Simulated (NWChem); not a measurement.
Molecule: C₅H₆; SMILES C#CC1CC1

```xyz
11

C     -0.2058     2.2751     0.0000
C      0.1513     1.1164     0.0000
C      0.5753    -0.2582     0.0000
C     -0.2248    -1.3025    -0.7456
C     -0.2248    -1.3025     0.7456
H     -0.5201     3.3020     0.0000
H      1.6623    -0.3942     0.0000
H     -1.1237    -0.9614    -1.2645
H      0.3387    -2.0773    -1.2718
H      0.3387    -2.0773     1.2718
H     -1.1237    -0.9614     1.2645
```
Atoms are numbered in this order, from 1.

Program: NWChem. Geometry: optimised at PBE0/def2-SVP. B3LYP is NWChem's, with the RPA form of VWN correlation.

Task: What does the run give for B3LYP/def2-SVPD? Quantities: highest occupied level (eV); orbital gap (eV); dipole (D).

Result: The highest occupied level (eV) comes out as -7.00, the orbital gap (eV) is 7.36 and the dipole (D) is 0.96.
